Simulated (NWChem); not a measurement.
System: sulfur difluoride (SF2); SMILES FSF

Excerpt of the output:

```
             Northwest Computational Chemistry Package (NWChem) 7.3.0
             --------------------------------------------------------

 C2V symmetry detected

                             Geometry "geometry" -> ""
                             -------------------------

 Output coordinates in angstroms (scale by  1.889725989 to convert to a.u.)

  No.       Tag          Charge          X              Y              Z
 ---- ---------------- ---------- -------------- -------------- --------------
    1 F                    9.0000     1.25688700     0.00000000    -0.49403859
    2 S                   16.0000     0.00000000     0.00000000     0.55579341
    3 F                    9.0000    -1.25688700     0.00000000    -0.49403859

 Effective nuclear repulsion energy (a.u.)     110.1131812721

      Symmetry information
      --------------------

 Group name             C2v
 Group number             16
 Group order               4
 No. of unique centers     2

                                Z-matrix (autoz)
                                --------

 Units are Angstrom for bonds and degrees for angles

      Type          Name      I     J     K     L     M      Value
      ----------- --------  ----- ----- ----- ----- ----- ----------
    1 Stretch                  1     2                       1.63765
    2 Stretch                  2     3                       1.63765
    3 Bend                     1     2     3               100.25844

                           NWChem Geometry Optimization
                           ----------------------------

 maximum gradient threshold         (gmax) =   0.000450
 rms gradient threshold             (grms) =   0.000300
 maximum cartesian step threshold   (xmax) =   0.001800
 rms cartesian step threshold       (xrms) =   0.001200
 fixed trust radius                (trust) =   0.300000
 source of zmatrix                         =   autoz

          -------------------
          Energy Minimization
          -------------------

 Using diagonal initial Hessian
 Scaling for Hessian diagonals: bonds = 1.00  angles = 0.25  torsions = 0.10

          --------
          Step   0

                                 NWChem DFT Module
                                 -----------------

[...]

      ----------------------
      Optimization converged
      ----------------------

  Step       Energy      Delta E   Gmax     Grms     Xrms     Xmax
  ---- ---------------- -------- -------- -------- -------- --------
@    3    -594.40060969 -7.1D-09  0.00000  0.00000  0.00002  0.00004
                                     ok       ok       ok       ok

                                Z-matrix (autoz)
                                --------

 Units are Angstrom for bonds and degrees for angles

      Type          Name      I     J     K     L     M      Value     Gradient
      ----------- --------  ----- ----- ----- ----- ----- ---------- ----------
    1 Stretch                  1     2                       1.69012   -0.00000
    2 Stretch                  2     3                       1.69012   -0.00000
    3 Bend                     1     2     3                99.18278    0.00000

                         Geometry "geometry" -> "geometry"
                         ---------------------------------

 Output coordinates in angstroms (scale by  1.889725989 to convert to a.u.)

  No.       Tag          Charge          X              Y              Z
 ---- ---------------- ---------- -------------- -------------- --------------
    1 F                    9.0000     1.28692772     0.00000000    -0.50929286
    2 S                   16.0000     0.00000000     0.00000000     0.58630195
    3 F                    9.0000    -1.28692772     0.00000000    -0.50929286

 Effective nuclear repulsion energy (a.u.)     106.8261976682

      Symmetry information
      --------------------

 Group name             C2v
 Group number             16
 Group order               4
 No. of unique centers     2

[...]

 Rotational Constants
 --------------------
 A=   0.808886 cm-1  (  1.163780 K)
 B=   0.267883 cm-1  (  0.385415 K)
 C=   0.201238 cm-1  (  0.289530 K)

 Temperature                      =   298.15K
 frequency scaling parameter      =   1.0000

 Zero-Point correction to Energy  =    2.724 kcal/mol  (  0.004341 au)
 Thermal correction to Energy     =    4.863 kcal/mol  (  0.007750 au)
 Thermal correction to Enthalpy   =    5.455 kcal/mol  (  0.008694 au)

 Total Entropy                    =   62.218 cal/mol-K
   - Translational                =   38.636 cal/mol-K (mol. weight =  69.9689)
   - Rotational                   =   21.743 cal/mol-K (symmetry #  =        2)
   - Vibrational                  =    1.839 cal/mol-K

 Cv (constant volume heat capacity) =    8.923 cal/mol-K
   - Translational                  =    2.979 cal/mol-K
   - Rotational                     =    2.979 cal/mol-K
   - Vibrational                    =    2.964 cal/mol-K

[normal modes left out]

 ----------------------------------------------------------------------------
 Normal Eigenvalue ||           Projected Infra Red Intensities
  Mode   [cm**-1]  || [atomic units] [(debye/angs)**2] [(KM/mol)] [arbitrary]
 ------ ---------- || -------------- ----------------- ---------- -----------
    1       -0.000 ||    0.000237           0.005         0.231       0.281
    2        0.000 ||    0.001100           0.025         1.072       1.305
    3        0.000 ||    0.002615           0.060         2.549       3.101
    4        0.000 ||    0.001100           0.025         1.072       1.305
    5        0.000 ||    0.000489           0.011         0.477       0.580
    6        0.000 ||    0.000472           0.011         0.460       0.560
    7      297.267 ||    0.007898           0.182         7.699       9.367
    8      799.840 ||    0.016723           0.386        16.302      19.834
    9      809.388 ||    0.045248           1.044        44.110      53.666
 ----------------------------------------------------------------------------
```

Level: PBE0/3-21G. 

**Question.** Reconstruct the input file.

**Answer.** One answer among several that fit: the input that was run:
```
start job
memory heap 200 mb stack 900 mb global 1100 mb
geometry units angstroms
  F      1.256887     0.000000    -0.497856
  S      0.000000     0.000000     0.551976
  F     -1.256887     0.000000    -0.497856
end
basis spherical
  F library 3-21g
  S library 3-21g
end
dft
  xc pbe0
  iterations 150
end
driver
  maxiter 120
end
task dft optimize
task dft freq
```
